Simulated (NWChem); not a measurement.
# Cl4Sn in NWChem

```xyz
5

Cl     1.8915     0.0000    -1.3374
Sn     0.0000     0.0000    -0.0001
Cl    -1.8915     0.0000    -1.3374
Cl     0.0000     1.8915     1.3375
Cl     0.0000    -1.8915     1.3375
```
Charge 0, spin multiplicity 1.

All runs are NWChem calculations. All single points use one geometry, from PBE0/def2-SVP with def2 effective core potentials on Sn, a minimum by its harmonic frequencies.

Symmetry labels belong to the abelian group C2v used in the runs, with the axes of the coordinates shown; states degenerate in a higher group split over its labels.

Effective core potentials replace the inner electrons of Sn; spin-orbit coupling is left out. The structure started from a generated list of species.

Task: List the lowest 3 singlet excitations that CIS/def2-SVP with def2 effective core potentials on Sn gives, with oscillator strengths.

Result: 
```tsv
state	symmetry	energy (eV)	wavelength (nm)	f
1	b2	6.94	179	0.000
2	a2	6.94	179	0.000
3	b1	6.94	179	0.000
```
